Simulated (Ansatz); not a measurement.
Ansatz (an electronic-structure program) input (CCSD(T)/aug-cc-pV(D+d)Z):
A basis named .json is the Basis Set Exchange file of that set.

Ansatz 0.2 input:
```yaml
crystal:
  periodic: [false, false, false]
  atoms:
    - {symbol: Si, position_ang: [-0.57017706, 0.19594470, 0.04177814]}
    - {symbol: F, position_ang: [1.09800423, -0.13006775, -0.13298297]}
    - {symbol: H, position_ang: [-1.10814308, -1.01629946, -0.77663812]}
    - {symbol: H, position_ang: [-0.79141613, -0.55631659, 1.38859095]}
basis:
  gaussian:
    orbitals: aug-cc-pV_D+d_Z.json
total_charge: -1
magnetization: {spin_polarized: false}
correlation: {method: ccsd_t, electrons: outside_noble_gas}
output: {forces: true}
```

Output:

```
Functional definition: HF
integrals: 0.05 GiB planned
723 factors; integrals over basis functions are off by at most 6.2e-4 eV
0.56 GiB of device memory are held for the factors and their scratch space
mean field: 0.16 GiB planned
mean field evaluation 1: about -10599.5411 eV, gradient 2.3e1 eV
mean field evaluation 2: about -10599.5424 eV, gradient 2.3e1 eV
mean field evaluation 4: about -10600.9068 eV, gradient 1.8e0 eV
mean field evaluation 8: about -10600.9363 eV, gradient 1.4e-3 eV
mean field evaluation 16: about -10600.9321 eV, gradient 6.0e-1 eV
mean field -10600.93632279 eV, -389.5772242898 hartree, gradient 1.9e-6 eV, S^2 0.000000; 0 other end points of the search recorded, 0 dependent functions left out
6 core orbitals not correlated
reference -10600.93632279 eV, -389.5772242898 hartree; 7, 7 occupied and 60, 60 virtual orbitals, 723 factors
densities: 1.51 GiB planned
second order -8.88962881 eV of doubles, -0.00000000 eV of singles
coupled cluster: 0.55 GiB planned
cycle   1  -9.20804981 eV  change   -3.2e-1 eV  update   8.9e-2
cycle   2  -9.48552026 eV  change   -2.8e-1 eV  update   2.9e-2
cycle   3  -9.56456243 eV  change   -7.9e-2 eV  update   1.5e-2
cycle   4  -9.55988794 eV  change    4.7e-3 eV  update   3.3e-3
cycle   5  -9.55831114 eV  change    1.6e-3 eV  update   1.4e-3
cycle   6  -9.55877959 eV  change   -4.7e-4 eV  update   5.8e-4
cycle   7  -9.55875305 eV  change    2.7e-5 eV  update   2.5e-4
cycle   8  -9.55868061 eV  change    7.2e-5 eV  update   1.2e-4
cycle   9  -9.55872014 eV  change   -4.0e-5 eV  update   5.4e-5
cycle  10  -9.55874332 eV  change   -2.3e-5 eV  update   2.1e-5
cycle  11  -9.55873439 eV  change    8.9e-6 eV  update   8.7e-6
cycle  12  -9.55873425 eV  change    1.5e-7 eV  update   3.6e-6
perturbative correction -0.24761360 eV, -0.0090996321 hartree
the calculation of the forces begins
0.56 GiB of device memory are held for the factors and their scratch space
Total energy: -10610.74267064 eV, -389.9376009262 hartree
Atom 0 at    -0.570177     0.195945     0.041778 Å, force    -0.681374     0.068663     0.085084 eV/Å
Atom 1 at     1.098004    -0.130068    -0.132983 Å, force     0.703428    -0.114137    -0.078649 eV/Å
Atom 2 at    -1.108143    -1.016299    -0.776638 Å, force    -0.018191     0.012332    -0.052194 eV/Å
Atom 3 at    -0.791416    -0.556317     1.388591 Å, force    -0.003863     0.033142     0.045759 eV/Å
Dipole moment:     0.328592    -0.133304    -0.019747 e Å
```

It need not be the lowest isomer of its formula. Whether it binds its extra electron was not tested at this geometry.
